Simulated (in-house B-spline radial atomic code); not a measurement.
Inner levels of niobium as electrons are removed. A shift is the extra binding of the orbital against the neutral atom ([Kr] 4d4 5s1). The density at the nucleus is averaged over the nuclear charge. Computed with an all-electron radial atomic-structure program (B-spline basis): Dirac-Hartree-Fock, average of the configuration, finite nuclei.

| ion | configuration | shift of 3p1/2 (eV) | shift of 2s1/2 (eV) | shift of 3s1/2 (eV) | radius of 3p1/2 (bohr) | radius of 2s1/2 (bohr) | radius of 3s1/2 (bohr) | Σ<r²> (bohr²) | change of density at nucleus (bohr⁻³) |
| --- | --- | --- | --- | --- | --- | --- | --- | --- | --- |
| Nb | [Kr] 4d4 5s1 | 0 | 0 | 0 | 0.43659 | 0.15737 | 0.44017 | 60.728 | - |
| Nb+ | [Kr] 4d4 | 6.4026 | 6.3814 | 6.376 | 0.43659 | 0.15737 | 0.4402 | 39.336 | -7.3784 |
| Nb2+ | [Kr] 4d3 | 17.926 | 17.936 | 17.902 | 0.43655 | 0.15737 | 0.44018 | 30.951 | -5.0891 |
| Nb3+ | [Kr] 4d2 | 31.687 | 31.819 | 31.668 | 0.43647 | 0.15737 | 0.44011 | 25.272 | -1.1328 |
| Nb4+ | [Kr] 4d1 | 47.277 | 47.644 | 47.263 | 0.43632 | 0.15737 | 0.44 | 20.958 | 4.3748 |
| Nb5+ | [Ar] 3d10 4s2 4p6 | 64.459 | 65.193 | 64.453 | 0.4361 | 0.15736 | 0.43983 | 17.467 | 11.323 |
| Nb6+ | [Ar] 3d10 4s2 4p5 | 85.765 | 87.356 | 85.851 | 0.43632 | 0.15735 | 0.43955 | 15.221 | 23.875 |
| Nb7+ | [Ar] 3d10 4s2 4p4 | 108.04 | 110.63 | 108.22 | 0.436 | 0.15733 | 0.43923 | 13.18 | 37.326 |
| Nb8+ | [Ar] 3d10 4s2 4p3 | 131.23 | 134.99 | 131.51 | 0.43561 | 0.15732 | 0.43886 | 11.312 | 51.669 |
| Nb9+ | [Ar] 3d10 4s2 4p2 | 155.31 | 160.39 | 155.7 | 0.43516 | 0.1573 | 0.43844 | 9.5927 | 66.896 |
| Nb10+ | [Ar] 3d10 4s2 4p1 | 180.24 | 186.82 | 180.75 | 0.43465 | 0.15728 | 0.43797 | 8.0036 | 83.005 |
| Nb11+ | [Ar] 3d10 4s2 | 206.01 | 214.25 | 206.64 | 0.43407 | 0.15725 | 0.43745 | 6.5286 | 99.995 |
